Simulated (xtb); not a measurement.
C$_{2}$H$_{2}$Cl$_{2}$, charge +1, doublet, at a GFN2-xTB geometry (a state made from the parent by changing its charge; the spin is typed, not shown lowest); GFN2-xTB run with xtb.

Here is a job for xtb.
```
$ xtb mol.xyz --gfn 2 --chrg 1 --uhf 1 --acc 0.0001 --json

# file mol.xyz
6

Cl     2.07534641     0.35490021     0.01824010
C      0.58309707    -0.36698332    -0.00102571
C     -0.58309707     0.36698332     0.00102571
Cl    -2.07534641    -0.35490021    -0.01824010
H      0.55808438    -1.45509337    -0.01552916
H     -0.55808438     1.45509337     0.01552916
```

Q: Predict the main parts of the log of this xtb run.

A: 
```
   ID    Z sym.   atoms
    1   17 Cl     1, 4
    2    6 C      2, 3
    3    1 H      5, 6

           -------------------------------------------------
          |                Calculation Setup                |
           -------------------------------------------------

           -------------------------------------------------
          |                 G F N 2 - x T B                 |
           -------------------------------------------------

          ...................................................
          :                      SETUP                      :
          :.................................................:
          :  # basis functions                  30          :
          :  # atomic orbitals                  28          :
          :  # shells                           12          :
          :  # electrons                        23          :
          :  max. iterations                   250          :
          :  Hamiltonian                  GFN2-xTB          :
          :  restarted?                      false          :
          :  GBSA solvation                  false          :
          :  PC potential                    false          :
          :  electronic temp.          300.0000000     K    :
          :  accuracy                    0.0001000          :
          :  -> integral cutoff          0.6500000E+02      :
          :  -> integral neglect         0.1000000E-11      :
          :  -> SCF convergence          0.1000000E-09 Eh   :
          :  -> wf. convergence          0.1000000E-07 e    :
          :  Broyden damping             0.4000000          :
          :  net charge                          1          :
          :  unpaired electrons                  1          :
          ...................................................

 iter      E             dE          RMSdq      gap      omega  full diag
   1    -13.9131955 -0.139132E+02  0.574E+00    3.16       0.0  T
   2    -13.9297626 -0.165671E-01  0.378E+00    3.92       1.0  T
   3    -13.9340323 -0.426965E-02  0.208E+00    3.45       1.0  T
   4    -13.9402060 -0.617368E-02  0.369E-01    3.71       1.0  T
   5    -13.9403994 -0.193437E-03  0.180E-01    3.67       1.0  T
   6    -13.9404463 -0.469487E-04  0.101E-01    3.68       1.0  T
   7    -13.9404723 -0.259341E-04  0.226E-02    3.67       1.8  T
   8    -13.9404725 -0.273701E-06  0.415E-03    3.67       9.8  T
   9    -13.9404726 -0.169295E-07  0.301E-03    3.67      13.6  T
[...]
         :: total energy             -13.850719661933 Eh    ::
[...]
      -------------------------------------------------------------
                  HL-Gap            0.1350223 Eh            3.6741 eV
             Fermi-level           -0.6008795 Eh          -16.3508 eV

     #   Z          covCN         q      C6AA      α(0)
     1  17 Cl       0.947     0.244    92.180    14.688
     2   6 C        2.852     0.071    26.400     8.421
     3   6 C        2.852     0.071    26.400     8.421
     4  17 Cl       0.947     0.244    92.180    14.688
     5   1 H        0.925     0.185     1.178     1.698
     6   1 H        0.925     0.185     1.178     1.698

 Mol. C6AA /au·bohr⁶  :       1001.154479
 Mol. C8AA /au·bohr⁸  :      34894.985668
 Mol. α(0) /au        :         49.614339

Wiberg/Mayer (AO) data.
largest (>0.10) Wiberg bond orders for each atom

 ---------------------------------------------------------------------------
     #   Z sym  total        # sym  WBO       # sym  WBO       # sym  WBO
 ---------------------------------------------------------------------------
     1  17 Cl   1.601 --     2 C    1.338     4 Cl   0.166
     2   6 C    3.870 --     3 C    1.517     1 Cl   1.338     5 H    0.931
     3   6 C    3.870 --     2 C    1.517     4 Cl   1.338     6 H    0.931
     4  17 Cl   1.601 --     3 C    1.338     1 Cl   0.166
     5   1 H    0.966 --     2 C    0.931
     6   1 H    0.966 --     3 C    0.931
 ---------------------------------------------------------------------------

Topologies differ in total number of bonds
Writing topology from bond orders to xtbtopo.mol

molecular dipole:
                 x           y           z       tot (Debye)
 q only:        0.000       0.000       0.000
   full:        0.000       0.000       0.000       0.000
molecular quadrupole (traceless):
                xx          xy          yy          xz          yz          zz
 q only:        6.541       0.151      -0.958       0.081       0.062      -5.583
  q+dip:       10.622       1.379      -1.861       0.145       0.100      -8.761
   full:       10.701       2.246      -3.412       0.147       0.066      -7.289

           -------------------------------------------------
          | TOTAL ENERGY              -13.850719661933 Eh   |
          | GRADIENT NORM               0.000016649478 Eh/α |
          | HOMO-LUMO GAP               3.674142483244 eV   |
           -------------------------------------------------

normal termination of xtb
```
